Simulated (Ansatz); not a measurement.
Computed with Ansatz.

C₂H₆O₂Si (`O=CC(O)[SiH3]`) at its PBE0-D4/def2-TZVP geometry, where that method's forces vanish. Total charge 0; spin multiplicity 1.

```
atom   x (Å)   y (Å)   z (Å)
  O1   2.188  -0.302   0.748
  C2   1.344   0.453   0.332
  C3   0.264  -0.013  -0.572
  O4   0.451  -1.345  -0.959
 Si5  -1.445   0.139   0.285
  H6   1.329   1.523   0.615
  H7   0.245   0.661  -1.444
  H8   1.242  -1.640  -0.479
  H9  -2.469  -0.334  -0.675
 H10  -1.439  -0.702   1.507
 H11  -1.710   1.559   0.642
```

**Question.** For each bond, give half the difference of the two atoms' forces along it (eV/Å; positive pushes the atoms apart) under PBE-D4, r2SCAN-D4, B3LYP-D4, ωB97M-V in def2-TZVPP. (Estimate.)

**Answer.** The calculation gave: 
```json
{"bond": "O1–C2", "length (Å)": "1.207", "PBE-D4": "1.10", "r2SCAN-D4": "0.46", "B3LYP-D4": "0.26", "ωB97M-V": "0.07"}
{"bond": "C2–C3", "length (Å)": "1.484", "PBE-D4": "-0.24", "r2SCAN-D4": "-0.12", "B3LYP-D4": "0.03", "ωB97M-V": "0.13"}
{"bond": "C2–H6", "length (Å)": "1.107", "PBE-D4": "-0.14", "r2SCAN-D4": "-0.11", "B3LYP-D4": "-0.17", "ωB97M-V": "-0.15"}
{"bond": "C3–O4", "length (Å)": "1.399", "PBE-D4": "0.25", "r2SCAN-D4": "0.26", "B3LYP-D4": "0.34", "ωB97M-V": "0.34"}
{"bond": "C3–Si5", "length (Å)": "1.918", "PBE-D4": "0.03", "r2SCAN-D4": "0.02", "B3LYP-D4": "0.03", "ωB97M-V": "-0.11"}
{"bond": "C3–H7", "length (Å)": "1.102", "PBE-D4": "0.09", "r2SCAN-D4": "-0.04", "B3LYP-D4": "-0.16", "ωB97M-V": "-0.18"}
{"bond": "O4–H8", "length (Å)": "0.971", "PBE-D4": "0.49", "r2SCAN-D4": "0.05", "B3LYP-D4": "-0.06", "ωB97M-V": "-0.15"}
{"bond": "Si5–H9", "length (Å)": "1.481", "PBE-D4": "0.08", "r2SCAN-D4": "-0.02", "B3LYP-D4": "-0.09", "ωB97M-V": "-0.12"}
{"bond": "Si5–H10", "length (Å)": "1.483", "PBE-D4": "0.07", "r2SCAN-D4": "-0.03", "B3LYP-D4": "-0.07", "ωB97M-V": "-0.09"}
{"bond": "Si5–H11", "length (Å)": "1.488", "PBE-D4": "0.05", "r2SCAN-D4": "-0.04", "B3LYP-D4": "-0.07", "ωB97M-V": "-0.08"}
```

B3LYP here is the variant with VWN-RPA as its local correlation; programs differ in this.
